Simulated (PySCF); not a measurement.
Species: GePhMe3, C9H14Ge.
Structure used (PBE0-D3(BJ)/def2-SVP), in Å, numbered top down from 1:
```
atom  x, y, z in Å
Ge1    0.0030   -0.0201   -1.2822
C2    -0.0023   -0.0092    0.6746
C3     1.0375    0.5952    1.3948
C4     1.0263    0.6260    2.7891
C5    -0.0304    0.0479    3.4909
C6    -1.0725   -0.5600    2.7923
C7    -1.0549   -0.5868    1.3980
H8     1.8784    1.0498    0.8622
H9     1.8478    1.1018    3.3311
H10   -0.0409    0.0692    4.5835
H11   -1.9025   -1.0178    3.3368
H12   -1.8797   -1.0729    0.8681
C13    1.8520   -0.0097   -1.9178
H14    1.8774   -0.1379   -3.0103
H15    2.4278   -0.8267   -1.4585
H16    2.3484    0.9425   -1.6775
C17   -0.9245    1.5740   -1.9364
H18   -1.9643    1.5870   -1.5769
H19   -0.9358    1.5962   -3.0367
H20   -0.4252    2.4847   -1.5739
C21   -0.9187   -1.6212   -1.9235
H22   -1.9752   -1.6211   -1.6160
H23   -0.4430   -2.5312   -1.5291
H24   -0.8865   -1.6601   -3.0227
```

Method: TDDFT PBE0/def2-SVPD, vertical, gas phase, core orbitals frozen in the response in PySCF. Relativistic effects, spin–orbit coupling among them, are left out although an element past zinc is present.

Ground-to-excited transition dipoles (e·a0, same axes as the geometry; the sign carries no meaning), for the states with f of 0.002 or more among the lowest 9:

```tsv
state	E (eV)	μx	μy	μz
S2	5.990	-0.029	0.045	-0.706
S3	6.316	0.125	-0.224	0.018
S5	6.647	-0.124	0.212	0.266
S6	6.759	0.081	-0.122	2.004
S7	6.767	0.722	0.409	-0.027
S8	6.801	0.790	0.443	0.023
S9	6.956	-0.268	-0.162	-0.007
```

(1) Work out the oscillator strengths.

(2) Which bond between heavy atoms lies closest to the direction of the S6 transition dipole?

(3) What angle do the transition dipoles of S6 and S7 make?

(4) How is the summed strength of these states shared among x, y and z?

(5) What peak molar absorption coefficient would the strongest computed level give as a lone Gaussian band 0.5 eV wide at half height?

## Answers

(1) f = (2/3) ΔE |μ|² with ΔE in hartree (27.2114 eV).

```
state  |μ|² (au)  |μ| (D)      f
   S2      0.501     1.80  0.073
   S3      0.066     0.65  0.010
   S5      0.131     0.92  0.021
   S6      4.039     5.11  0.669
   S7      0.689     2.11  0.114
   S8      0.821     2.30  0.137
   S9      0.098     0.80  0.017
```

(2) Ge1–C2, C3–C4 and C6–C7, at 5° from it; next C2–C3, C2–C7 and C5–C6 at 59°.

(3) |cos θ| = |μa·μb| / (|μa| |μb|) = 0.03, so θ ≈ 88° (taken between 0 and 90°, since the signs are arbitrary).

(4) (2/3) Σ ΔE μα² gives 0.209 for x, 0.083 for y and 0.750 for z, 1.042 in all.

(5) ε(max) = 2.175×10⁸ f / FWHM, with the width in cm⁻¹. S6: 2.175×10⁸ × 0.6689 / 4033 ≈ 36000 L mol⁻¹ cm⁻¹.

The run took 3.4 min of wall time (grids of density and orbitals included) on Arm Neoverse V1, one thread, on a shared host, and the process peaked at 1.6 GiB of memory.

One conformer stands for the species.
